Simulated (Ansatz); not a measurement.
`F[Si](F)(Cl)[SiH2]Cl` + HBr → `F[Si](F)(Cl)Br` + `[SiH3]Cl` at 400 K and 1 bar (cleavage of the Si–Si bond).

Gas-phase electronic energies from Ansatz, PBE0-D4/def2-TZVP geometries. CCSD(T)/CBS adds triple-zeta CCSD(T) − MP2 to the extrapolated MP2 energy (def2 sets, frozen cores). This one scheme is used for every species. For Br outer-core shells are correlated without core-valence functions, which leaves a few kJ/mol of doubt a bond. Scalar relativity is left out up to krypton. Each species was taken in one conformer, which may not be the lowest.

```csv
species,CCSD(T)/CBS energy (Eh),H − E (kJ/mol),S (J/(mol·K))
`F[Si](F)(Cl)[SiH2]Cl`,-1698.74064,109.6,433.7
HBr,-2573.91920,27.6,207.2
`F[Si](F)(Cl)Br`,-3522.00110,51.7,366.5
`[SiH3]Cl`,-750.69636,85.8,267.3
```

H − E and S are ideal-gas, rigid-rotor, harmonic terms from PBE0-D4/def2-TZVP, for one conformer and one mirror image of each species. 1 Eh = 2625.50 kJ/mol, R = 8.31446 J/(mol·K).

By hand: ΔE, ΔH, ΔS and ΔG.

ΔE = (-3522.00110) + (-750.69636) − (-1698.74064) − (-2573.91920) = -0.03762 Eh = -98.8 kJ/mol. Δ(H − E) = 51.7 + 85.8 − 109.6 − 27.6 = 0.3, so ΔH = -98.5 kJ/mol. ΔS = 366.5 + 267.3 − 433.7 − 207.2 = -7.1 J/(mol·K). ΔG = -98.5 − 400 × (-7.1)/1000 = -95.7 kJ/mol.

By hand: the equilibrium constant, and the temperature at which ΔG would vanish if ΔH and ΔS stayed fixed.

log₁₀ K = −ΔG/(RT ln 10) = 12.5. ΔG = 0 at ΔH/ΔS = 13873 K, far beyond where these terms or the molecules hold.

The number of gas molecules stays the same, so ΔS is small and ΔH decides. A doubt of 5 kJ/mol in ΔE shifts log₁₀ K by 0.7 here. Other conformers and mirror images would add mixing entropy, several J/(mol·K) or more a flexible species. Modes under 60 cm⁻¹, often nearly free rotors, make the harmonic entropy too high. These are equilibria of isolated gas molecules and say nothing of rates. Largest T1 diagnostic: 0.011 (customary marks: 0.02 for closed shells, 0.045 for open ones).
